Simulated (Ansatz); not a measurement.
Computed with Ansatz on PBE0-D4/def2-TZVP structures; ΔE is electronic, products minus reactants. CBS: MP2 limit from def2 TZ/QZ plus the TZ coupled-cluster correction, frozen cores. This one scheme is used for every species. DFT in def2-TZVPP. B3LYP here is the variant with VWN-RPA as its local correlation; programs differ in this. Elements past krypton have def2 core potentials. For Sn outer-core shells are correlated without core-valence functions, which leaves a few kJ/mol of doubt a bond. Each species was taken in one conformer, which may not be the lowest.

`[CH3][SnH2][SiH2]F` + H–F → `[CH3][SnH2][F]` + `F[SiH3]`  (cleavage of the Sn–Si bond)

(1) Is it downhill or uphill in electronic energy at CCSD(T)/CBS, and by how much? (An estimate is asked.)

(2) What do these levels give: B3LYP-D4, ωB97X-V, HF/def2-TZVPP, SCS-MP2/def2-TZVPP, MP2/def2-QZVPP, SCS-MP2/def2-QZVPP? (Estimate.)

Largest T1 diagnostic among the species: 0.013.

Answers

(1) Computed: Downhill: ΔE = -44.2 kJ/mol.

(2) Computed: B3LYP-D4 -50.3, ωB97X-V -54.6, HF/def2-TZVPP -73.5, SCS-MP2/def2-TZVPP -53.6, MP2/def2-QZVPP -44.2, SCS-MP2/def2-QZVPP -54.9 kJ/mol.

In def2-TZVPP, CCSD(T) changes the Hartree–Fock value by +29.9 kJ/mol (the triples alone add +2.4 kJ/mol) and MP2 by +30.8 kJ/mol. The D4 term adds +8.2 kJ/mol with B3LYP and +4.8 kJ/mol with PBE0; it sums over pairs of atoms, weighted by their polarisabilities, and B3LYP, whose exchange is more repulsive, gets the larger term.
